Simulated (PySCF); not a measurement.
B(I)2(OH) (BHI₂O), SMILES OB(I)I. Geometry optimised at B3LYP-D3(BJ)/def2-SVP. The def2 effective core potentials stand for the cores of I; spin–orbit coupling is left out. Other conformers were not sampled.

Method: B3LYP-D3(BJ)/def2-SVP run with PySCF.

Harmonic wavenumbers (cm⁻¹): 117, 271, 347, 402, 563, 675, 1048, 1376, 3807. Rotational constants (GHz): 4.927, 0.5655, 0.5073; symmetry number 1.

**Question.** Work out the zero-point energy and the ideal-gas rigid-rotor harmonic-oscillator thermochemistry at 298.15 K and 1 atm.

**Answer.** ZPE = ½ Σ hcν = ½ × 8605 cm⁻¹ = 12.30 kcal/mol. H − E(el) = 16.04 kcal/mol. Entropy in cal/(mol K): translation 42.80, rotation 29.81, vibration 7.82, total 80.44. G − E(el) = -7.95 kcal/mol. Cp = 17.09 cal/(mol K). Modes under 150 cm⁻¹ make the vibrational entropy uncertain.
